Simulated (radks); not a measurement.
The numbers below are computed, except where a source is named.
Mean orbital radii <r> (bohr) of neutral indium, [Kr] 4d10 5s2 5p1, at several levels of relativity; Dirac values are averaged over j with weights 2j + 1. Spin-unpolarised spherical Kohn-Sham, PBE, point nucleus unless stated (finite: rms radius 4.6156 fm), a radial shooting solver on a logarithmic mesh with Libxc functionals. A level marked "c x" has the speed of light scaled by that factor and shares open shells by 2j + 1; other Dirac levels either fill j = l - 1/2 first or share by 2j + 1.

shell  non-rel.  Dirac, 2j+1 shares, finite nucleus  Dirac, c x 0.85  Dirac, c x 100  change of magnitude, last against first (%)
1s      0.03105                             0.02971          0.02917         0.03105                                        0.00
2s       0.1343                              0.1281           0.1256          0.1343                                        0.00
2p       0.1146                              0.1120           0.1109          0.1146                                        0.00
3s       0.3617                              0.3483           0.3430          0.3617                                        0.00
3p       0.3529                              0.3468           0.3444          0.3529                                        0.00
3d       0.3243                              0.3244           0.3245          0.3243                                        0.00
4s       0.8786                              0.8481           0.8359          0.8786                                        0.00
4p       0.9351                              0.9216           0.9163          0.9351                                        0.00
4d        1.170                               1.183            1.189           1.170                                        0.00
5s        2.723                               2.610            2.564           2.723                                        0.00
5p        3.749                               3.743            3.742           3.749                                        0.00
